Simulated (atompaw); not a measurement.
# Scattering properties, PAW (atompaw) potential for W (Z = 74)

atompaw 4.2.0.5 input, output lines left out:

```
W 74
GGA-PBE scalarrelativistic loggrid 2001 logderivrange -6 5 276
6 6 5 4 0 0
6 0 1
6 1 0
5 2 4
0 0 0
c
c
c
c
c
v
c
c
c
v
v
c
c
v
c
2
2.75 2.40 2.70 2.50
y
0.45
n
n
y
2
n
custom polynom2 7 10 vanderbiltortho sinc
bessel
2.75
2.75
2.05
2.75
2.75
2.75
```

The phase is arctan(r·u′/u) with u = r·R(r), unwrapped; energies in Ry, scanned from -6 to 5 Ry. A pole is an energy at which the radial function vanishes at the test radius. The pseudo phase is shifted by a multiple of π to meet the all-electron one at the reference energy, and phase errors are pseudo minus all-electron; the curves can meet again beyond the range given. Levels narrower than the energy grid can be missing from the lists of poles.

Q: For each channel, where are the poles, and over which energies does the pseudopotential scatter like the atom?

A:

```csv
channel,radius (bohr),reference energy (Ry),"poles, all-electron","poles, pseudo",unbroken range about the reference energy with phases within 0.05 rad,phase error 1 Ry above the reference energy (rad)
s,2.75,-0.90,1.16,"1.15, 4.06",below 3.0,-0.000
p,2.75,-0.50,"-3.67, 2.70","-3.67, 2.73",the whole range,+0.001
d,2.75,-0.86,-0.39,-0.37,the whole range,+0.010
```

Phases in the p channel:

```csv
E (Ry),all-electron,pseudo
-6.00,1.401,1.401
-5.52,1.390,1.390
-5.04,1.376,1.376
-4.56,1.353,1.353
-4.08,1.291,1.291
-3.60,-1.655,-1.655
-3.12,-1.772,-1.772
-2.64,-1.815,-1.815
-2.16,-1.859,-1.860
-1.68,-1.921,-1.921
-1.20,-2.023,-2.023
-0.72,-2.229,-2.229
-0.24,-2.775,-2.775
0.24,-3.789,-3.789
0.72,-4.302,-4.301
1.20,-4.499,-4.498
1.68,-4.599,-4.598
2.16,-4.662,-4.660
2.64,-4.707,-4.705
3.12,-4.745,-4.741
3.60,-4.780,-4.774
4.08,-4.816,-4.807
4.56,-4.858,-4.844
```
